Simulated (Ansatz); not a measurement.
Cost and result for the atomization energy of `N[SiH2][Si](N)(F)F` (12 atoms, 11 bonds).

```xyz
12

N    -0.344    0.619   -1.822
Si    0.536   -0.658   -1.052
Si    0.486   -0.146    1.227
N    -1.099    0.233    1.668
F     1.522    1.039    1.527
F     1.008   -1.322    2.169
H    -0.688    0.470   -2.758
H    -0.006    1.565   -1.726
H     1.941   -0.863   -1.515
H    -0.209   -1.917   -1.317
H    -1.737    0.601    0.982
H    -1.410    0.378    2.614
```

Total charge 0; spin multiplicity 1. The geometry is a stationary point of PBE0-D4/def2-TZVP. It is one conformer, not always the lowest. Program: Ansatz. All runs use 2 threads of an AMD EPYC 7R13 on a shared host and a share of an NVIDIA H100 80 GB. Times are those of one run each, without the atoms' runs, and a repeat can differ threefold. Electronic energies, without spin–orbit coupling; frozen cores. CCSD(T)/CBS adds CCSD(T) − MP2 in def2-TZVPP to the MP2 limit, and its time is that of the two runs behind it. T1 = 0.012. B3LYP takes the VWN-RPA correlation (the form of Gaussian; ORCA's B3LYP/G).

CCSD(T)/CBS is a level of theory with its own doubt, some kJ/mol a heavy atom from the limit and from the frozen cores, so smaller differences don't rank the functionals.

```
                             level  functions  wall time
                PBE0-D4/def2-TZVPP        292        2 s
                 B2PLYP/def2-TZVPP        292      2.3 s
 B3LYP-D4/def2-TZVPP (with forces)        292      2.5 s
r2SCAN-D4/def2-TZVPP (with forces)        292      2.5 s
   PBE-D4/def2-TZVPP (with forces)        292      2.7 s
  ωB97M-V/def2-TZVPP (with forces)        292      3.3 s
                ωB97X-V/def2-TZVPP        292      4.1 s
                    MP2/def2-QZVPP        548      4.3 s
                CCSD(T)/def2-TZVPP        292        6 s
                 CCSD(T)/CBS(def2)          –       10 s
```

Q: What atomization energy does each give, and how far from CCSD(T)/CBS? (An estimate is asked.)

A: The calculation gave: 
```tsv
level	atomization (kcal/mol)	difference from CCSD(T)/CBS	per bond
PBE0-D4/def2-TZVPP	1036.0	-14.6	-1.3
B2PLYP/def2-TZVPP	1034.6	-16.0	-1.5
B3LYP-D4/def2-TZVPP (with forces)	1046.7	-3.9	-0.4
r2SCAN-D4/def2-TZVPP (with forces)	1042.1	-8.5	-0.8
PBE-D4/def2-TZVPP (with forces)	1057.5	6.9	0.6
ωB97M-V/def2-TZVPP (with forces)	1050.2	-0.4	0.0
ωB97X-V/def2-TZVPP	1053.7	3.1	0.3
MP2/def2-QZVPP	1056.2	5.6	0.5
CCSD(T)/def2-TZVPP	1014.3	-36.3	-3.3
CCSD(T)/CBS(def2)	1050.6	0.0	0.0
```

In def2-TZVPP, CCSD(T) changes the Hartree–Fock value by +272.4 kcal/mol (the triples alone add +14.8 kcal/mol) and MP2 by +292.2 kcal/mol; breaking electron pairs costs correlation energy, which Hartree–Fock lacks. The D4 term adds +10.8 kcal/mol with B3LYP and +5.7 kcal/mol with PBE0; it sums over pairs of atoms, weighted by their polarisabilities, and B3LYP, whose exchange is more repulsive, gets the larger term. From PBE to PBE0 (25 % exact exchange), in def2-TZVPP and without D4, the atomization energy moves by −20.5 kcal/mol: exact exchange takes away binding that semilocal exchange gives to molecules.
